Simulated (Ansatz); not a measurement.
Two isomers of C2H9NOSi: A = `CC(N)O[SiH3]`, B = `C[SiH](N)CO`.

Gas-phase electronic energies from Ansatz, PBE0-D4/def2-TZVP geometries. CCSD(T)/CBS is the MP2 limit (def2-TZVPP, def2-QZVPP) plus CCSD(T) − MP2 in def2-TZVPP, frozen cores. Functionals use def2-TZVPP. One conformer a species, not always the lowest.

Problem. Which isomer does CCSD(T)/CBS put lower? Give the gap. (An estimate is asked.)

Solution. Computed: B, by 18.7 kJ/mol.

Problem. Give E(B) − E(A) in kJ/mol with r2SCAN-D4, ωB97M-V, CCSD/def2-TZVPP, PBE0-D4, CCSD(T)/def2-TZVPP, HF/def2-TZVPP, B2PLYP. (An estimate is asked.)

Solution. Ansatz gave: r2SCAN-D4 -21.2, ωB97M-V -21.5, CCSD/def2-TZVPP -12.3, PBE0-D4 -24.1, CCSD(T)/def2-TZVPP -13.9, HF/def2-TZVPP 6.7, B2PLYP -14.7. The order is the other way round with HF/def2-TZVPP.

Problem. Does the order hold for the free energy at 298.15 K (harmonic terms from PBE0-D4)? (An estimate is asked.)

Solution. The calculation gave: Yes: G(B) − G(A) = -15.2 kJ/mol, for one conformer each. Modes under 60 cm⁻¹, often nearly free rotors, make the harmonic entropy too high.

Largest T1 diagnostic: 0.011.

In def2-TZVPP, CCSD(T) changes the Hartree–Fock value by −20.6 kJ/mol (the triples alone add −1.5 kJ/mol) and MP2 by −24.1 kJ/mol. Leaving LDA and LC-ωPBE aside and taking each functional with its dispersion term where it has one, the values, not all of them listed here, spread over 15.8 kJ/mol, from PBE-D4 to BHLYP-D4. LDA lies +5.3 kJ/mol from PBE without D4.
